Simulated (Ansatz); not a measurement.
Ansatz (a program for electronic structure) input for Mo(NH)(S)(Cl)(SH) (ClH₂MoNS₂), SMILES [NH]=[Mo](=[S])([SH])[Cl], multiplicity 1, PBE-D3(BJ)/def2-SVP. 

Ansatz 0.2 input:
```yaml
crystal:
  periodic: [false, false, false]
  atoms:
    - {symbol: Mo, position_ang: [0.12487664, -0.09499578, -0.12401101]}
    - {symbol: N, position_ang: [0.80918933, -1.11595281, -1.30358033]}
    - {symbol: H, position_ang: [1.51580024, -1.76143281, -1.65835024]}
    - {symbol: S, position_ang: [1.29956133, -0.14659607, 1.62126228]}
    - {symbol: Cl, position_ang: [-0.03479082, 2.02231213, -0.93669591]}
    - {symbol: S, position_ang: [-1.90470226, -1.12659237, 0.28411483]}
    - {symbol: H, position_ang: [-2.15124524, -0.44536594, 1.42967131]}
basis:
  gaussian:
    orbitals: def2-SVP
hamiltonian:
  xc: pbe
  dispersion: d3bj
relax: {f_tol: 0.002, max_steps: 200}
```

Output:

```
WARN ansatz: RAYON_NUM_THREADS=1 ignored (pool sized by the plan → 1); use --threads N
Functional definition: PBE
integrals: 0.06 GiB planned
1196 factors; their error is unknown
mean field: 0.32 GiB planned
mean field evaluation 1: about -37537.8736 eV, gradient 7.3e1 eV
mean field evaluation 2: about -37425.0256 eV, gradient 1.8e2 eV
mean field evaluation 4: about -37526.9129 eV, gradient 1.0e2 eV
mean field evaluation 8: about -37549.3508 eV, gradient 2.6e0 eV
mean field evaluation 16: about -37549.3015 eV, gradient 4.0e-3 eV
mean field -37549.30152768 eV, -1379.9113793116 hartree, gradient 5.1e-5 eV, S^2 0.000000; 0 other end points of the search recorded, 0 dependent functions left out
the calculation of the forces begins
reference -37549.30159535 eV, -1379.9113817985 hartree; 36, 36 occupied and 73, 73 virtual orbitals, 1196 factors
relax step   1: F+E_penalty+E_count = -37549.60308796 eV  Δ(F+E_penalty+E_count) = +0.000e0 eV  max|allowed force component| = 7.643e-1 eV/Å  Δτ_max = 0.0000 Å  (32 SCF iters, accepted)
these checks for a lower state are left out or cut short: starts, cluster_reference, orbital_swaps, neighbouring_geometries, increment
integrals: 0.06 GiB planned
1196 factors; their error is unknown
mean field: 0.32 GiB planned
mean field -37549.33381880 eV, -1379.9125659884 hartree, gradient 1.7e-5 eV, S^2 0.000000; 0 other end points of the search recorded, 0 dependent functions left out
the calculation of the forces begins
reference -37549.33388645 eV, -1379.9125684742 hartree; 36, 36 occupied and 73, 73 virtual orbitals, 1196 factors
relax step   2: F+E_penalty+E_count = -37549.63169674 eV  Δ(F+E_penalty+E_count) = -2.861e-2 eV  max|allowed force component| = 3.786e-1 eV/Å  Δτ_max = 0.0406 Å  (34 SCF iters, accepted)
these checks for a lower state are left out or cut short: starts, cluster_reference, orbital_swaps, neighbouring_geometries, increment
integrals: 0.06 GiB planned
1196 factors; their error is unknown
mean field: 0.32 GiB planned
mean field evaluation 32: about -37549.3366 eV, gradient 1.4e-1 eV
mean field -37549.33660340 eV, -1379.9126683204 hartree, gradient 1.5e-5 eV, S^2 0.000000; 0 other end points of the search recorded, 0 dependent functions left out
the calculation of the forces begins
reference -37549.33667102 eV, -1379.9126708056 hartree; 36, 36 occupied and 73, 73 virtual orbitals, 1196 factors
relax step   3: F+E_penalty+E_count = -37549.63510083 eV  Δ(F+E_penalty+E_count) = -3.404e-3 eV  max|allowed force component| = 8.277e-2 eV/Å  Δτ_max = 0.0135 Å  (34 SCF iters, accepted)
these checks for a lower state are left out or cut short: starts, cluster_reference, orbital_swaps, neighbouring_geometries, increment
integrals: 0.06 GiB planned
1196 factors; their error is unknown
mean field: 0.32 GiB planned
mean field -37549.33639656 eV, -1379.9126607192 hartree, gradient 1.4e-5 eV, S^2 0.000000; 0 other end points of the search recorded, 0 dependent functions left out
the calculation of the forces begins
reference -37549.33646416 eV, -1379.9126632036 hartree; 36, 36 occupied and 73, 73 virtual orbitals, 1196 factors
relax step   4: F+E_penalty+E_count = -37549.63500802 eV  Δ(F+E_penalty+E_count) = +9.280e-5 eV  max|allowed force component| = 1.149e-1 eV/Å  Δτ_max = 0.0098 Å  (36 SCF iters, rejected (line search))
these checks for a lower state are left out or cut short: starts, cluster_reference, orbital_swaps, neighbouring_geometries, increment
integrals: 0.06 GiB planned
1196 factors; their error is unknown
mean field: 0.32 GiB planned
mean field -37549.33699920 eV, -1379.9126828660 hartree, gradient 1.3e-5 eV, S^2 0.000000; 0 other end points of the search recorded, 0 dependent functions left out
the calculation of the forces begins
reference -37549.33706682 eV, -1379.9126853509 hartree; 36, 36 occupied and 73, 73 virtual orbitals, 1196 factors
relax step   5: F+E_penalty+E_count = -37549.63563239 eV  Δ(F+E_penalty+E_count) = -5.316e-4 eV  max|allowed force component| = 3.476e-2 eV/Å  Δτ_max = 0.0048 Å  (35 SCF iters, accepted)
these checks for a lower state are left out or cut short: starts, cluster_reference, orbital_swaps, neighbouring_geometries, increment
integrals: 0.06 GiB planned
1196 factors; their error is unknown
mean field: 0.32 GiB planned
mean field -37549.33728227 eV, -1379.9126932684 hartree, gradient 1.5e-5 eV, S^2 0.000000; 0 other end points of the search recorded, 0 dependent functions left out
the calculation of the forces begins
reference -37549.33734989 eV, -1379.9126957536 hartree; 36, 36 occupied and 73, 73 virtual orbitals, 1196 factors
relax step   6: F+E_penalty+E_count = -37549.63606075 eV  Δ(F+E_penalty+E_count) = -4.284e-4 eV  max|allowed force component| = 2.740e-2 eV/Å  Δτ_max = 0.0125 Å  (34 SCF iters, accepted)
these checks for a lower state are left out or cut short: starts, cluster_reference, orbital_swaps, neighbouring_geometries, increment
integrals: 0.06 GiB planned
1196 factors; their error is unknown
mean field: 0.32 GiB planned
mean field evaluation 64: about -37549.3374 eV, gradient 1.5e-5 eV
mean field -37549.33736312 eV, -1379.9126962398 hartree, gradient 1.5e-5 eV, S^2 0.000000; 0 other end points of the search recorded, 0 dependent functions left out
the calculation of the forces begins
reference -37549.33743076 eV, -1379.9126987253 hartree; 36, 36 occupied and 73, 73 virtual orbitals, 1196 factors
relax step   7: F+E_penalty+E_count = -37549.63617274 eV  Δ(F+E_penalty+E_count) = -1.120e-4 eV  max|allowed force component| = 1.399e-2 eV/Å  Δτ_max = 0.0075 Å  (36 SCF iters, accepted)
these checks for a lower state are left out or cut short: starts, cluster_reference, orbital_swaps, neighbouring_geometries, increment
integrals: 0.06 GiB planned
1196 factors; their error is unknown
mean field: 0.32 GiB planned
mean field -37549.33735873 eV, -1379.9126960781 hartree, gradient 5.7e-6 eV, S^2 0.000000; 0 other end points of the search recorded, 0 dependent functions left out
the calculation of the forces begins
reference -37549.33742636 eV, -1379.9126985637 hartree; 36, 36 occupied and 73, 73 virtual orbitals, 1196 factors
relax step   8: F+E_penalty+E_count = -37549.63618583 eV  Δ(F+E_penalty+E_count) = -1.310e-5 eV  max|allowed force component| = 3.296e-3 eV/Å  Δτ_max = 0.0015 Å  (26 SCF iters, accepted)
these checks for a lower state are left out or cut short: starts, cluster_reference, orbital_swaps, neighbouring_geometries, increment
integrals: 0.06 GiB planned
1196 factors; their error is unknown
mean field: 0.32 GiB planned
mean field -37549.33733787 eV, -1379.9126953116 hartree, gradient 1.8e-5 eV, S^2 0.000000; 0 other end points of the search recorded, 0 dependent functions left out
the calculation of the forces begins
reference -37549.33740550 eV, -1379.9126977973 hartree; 36, 36 occupied and 73, 73 virtual orbitals, 1196 factors
relax step   9: F+E_penalty+E_count = -37549.63619115 eV  Δ(F+E_penalty+E_count) = -5.318e-6 eV  max|allowed force component| = 1.962e-3 eV/Å  Δτ_max = 0.0022 Å  (25 SCF iters, accepted)
integrals: 0.06 GiB planned
1196 factors; their error is unknown
mean field: 0.32 GiB planned
mean field evaluation 96: about -37549.3373 eV, gradient 1.7e-3 eV
mean field -37549.33733787 eV, -1379.9126953116 hartree, gradient 1.8e-5 eV, S^2 0.000000; 1 other end points of the search recorded, 0 dependent functions left out
the calculation of the forces begins
reference -37549.33740550 eV, -1379.9126977973 hartree; 36, 36 occupied and 73, 73 virtual orbitals, 1196 factors
Total energy: -37549.63625879 eV, -1379.9236804530 hartree
Atom 0 at     0.122574    -0.095804    -0.125307 Å, force    -0.000187    -0.001480    -0.001580 eV/Å
Atom 1 at     0.809278    -1.127988    -1.331552 Å, force     0.001962    -0.001922    -0.000847 eV/Å
Atom 2 at     1.541003    -1.771444    -1.664663 Å, force    -0.001289     0.001275     0.000560 eV/Å
Atom 3 at     1.311822    -0.143492     1.639850 Å, force     0.000368     0.000027     0.001042 eV/Å
Atom 4 at    -0.041646     2.036033    -0.933308 Å, force    -0.000469     0.001585     0.000108 eV/Å
Atom 5 at    -1.921886    -1.131066     0.287557 Å, force     0.000190     0.000128     0.000134 eV/Å
Atom 6 at    -2.162457    -0.434864     1.439833 Å, force    -0.000575     0.000387     0.000583 eV/Å
Dipole moment:    -0.006465    -0.271713    -0.029800 e Å
```

The run converged.

Cost: about 29 core-seconds (a rough figure).
